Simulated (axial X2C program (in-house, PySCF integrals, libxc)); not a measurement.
The numbers below are computed, except where a source is named.
SbP: input and output

Program: an axial X2C code built on PySCF integrals.

Input file and command:
```json
{"zs": [51, 15], "q": 0, "bas": ["dyall-cv3z", "dyall-v3z"], "levels": ["PBE0", "HF", "BHandHLYP"], "cc": true, "r0": 2.35, "thr": -1.0, "nmax": 90, "npts": 10, "nst": 2, "ntry": 6}
```
```bash
python so2c.py task.json out
```

Keys: zs atomic numbers; q charge; bas basis sets; levels methods; cc coupled cluster on or off; r0 starting distance in Å; thr threshold in hartree for freezing inner shells (an s shell follows its p shell); nmax most natural virtual spinors; npts points on the curve; nst determinants followed; ntry starts of the search. HF also brings MP2.

Output of the HF step, 2c, at R = 2.194 Å for the state Ω = 0. It starts from PBE0 orbitals of this distance.

```
two-component X2C + atomic mean field  HF
basis functions 170  fitting functions 942  grid points 5083
iter        total energy     max residual
   1      -6816.781965731     4.17e-01
   2      -6816.807529871     5.77e-03
   3      -6816.808319724     1.60e-03
   4      -6816.808443885     1.12e-03
   5      -6816.808498907     7.38e-04
   6      -6816.808534297     5.62e-04
   7      -6816.808564483     4.47e-04
   8      -6816.808621106     3.52e-04
   9      -6816.808674926     8.50e-05
  10      -6816.808677960     3.50e-05
  11      -6816.808678235     1.59e-05
  12      -6816.808678315     8.01e-06
  13      -6816.808678332     3.10e-06
  14      -6816.808678334     1.13e-06
  15      -6816.808678335     3.71e-07
converged
one-electron -9732.65650593  Coulomb 2927.11223378  exact exchange -191.95406054  xc functional 0.00000000  nuclear repulsion 184.51256443  atomic mean-field constant -3.82291007
correlated 10  virtual 228  natural virtual 90  E(MP2) -0.258576120  MP2 remainder -0.005823673
iter   CCSD correlation   residual
   1     -0.252399577   1.83e-01
   2     -0.263168711   7.95e-02
   3     -0.266953181   3.57e-02
   4     -0.267329665   1.30e-02
   5     -0.267384273   4.63e-03
   6     -0.267383412   2.15e-03
   7     -0.267409018   9.18e-04
   8     -0.267414883   3.91e-04
   9     -0.267412424   1.64e-04
  10     -0.267414641   5.79e-05
  11     -0.267413654   2.09e-05
  12     -0.267413917   9.76e-06
  13     -0.267413757   5.25e-06
  14     -0.267413712   2.64e-06
  15     -0.267413707   1.27e-06
(T) -0.019923639  T1 0.0406  D1 0.0608  max T2 0.113
```
Energies are in hartree; totals compare only within one Hamiltonian and basis. T1 is large, a sign of multireference character or of a spin-contaminated reference. T1 in the output is the amplitude norm over the root of the electron number; divide by √2 for the Lee–Taylor value.
